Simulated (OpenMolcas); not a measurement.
Ta4+ among 6 point charges of -1.7 e arranged as an octahedron (Oh), 2.24 Å from the ion.

```json
{
  "Program": "OpenMolcas",
  "Method": "SS-CASPT2, IPEA 0.25 Eh, imaginary shift 0.1 Eh (closed shells correlated: 4f 5s 5p)",
  "Basis": "ANO-RCC-VDZP [7s6p4d2f1g]",
  "Scalar Hamiltonian": "DKH2, point nucleus",
  "Active space": "1 electron in 5 orbitals (5d)",
  "State averaging": "2S+1 = 2 even, 5 roots",
  "Spin-orbit coupling": "state interaction with AMFI integrals over the reference wave functions"
}
```

What is the spin-free ground state (labels of O, the rotations of Oh)?

2T2, 3-fold in its orbital part, 100 % from free-ion D terms; it has the highest spin that d1 allows.

Where is the first state of the same spin?

2E at 10600 cm-1 above the ground state.

What are the lowest two levels with spin-orbit coupling?

A 4-fold level Γ8, then a 2-fold level Γ7 5470 cm-1 above it. Their leading multiplicities are 2 (100 %) and 2 (100 %).

What is χT at 300 K, and how does it compare with the textbook value?

The lowest level has 2S+1 = 2, for which the spin-only value is χT = S(S+1) / 2 = 0.375 cm3 K/mol (g = 2). The computed 0.143 at 300 K differs by -0.232, through orbital momentum, spin-orbit coupling and any other state in reach. With a threefold ground state the orbital momentum is unquenched, so the spin-only value is not expected to hold.

Which ligand-field parameters describe the states?

The gap between the two states is 10Dq = 10616 cm-1. 

Roots that are degenerate in the reference are averaged as groups; the widest CASPT2 spread within a group is 52 cm-1 (the 3-fold group of multiplicity 2 near 0 cm-1 above the lowest state of its run). Shifts and gaps below about the spread of the groups concerned are not significant. An orbital triplet at a regular site is open to Jahn-Teller coupling, which can distort the site and quench the lowest spin-orbit gaps and is left out. This field is weak: 10Dq is about 10616 cm-1, while octahedral complexes of 5d ions of charge 3 and more, computed by the same method with explicit ligands, had a median near 35000 cm-1. Ground spin and moment need not be those of a real site. Free-ion shares, where given, are those of the reference states; single-state CASPT2 does not remix them. Point charges carry no covalency, so the field is a model and not that of real ligands. No measured value stands beside these numbers.
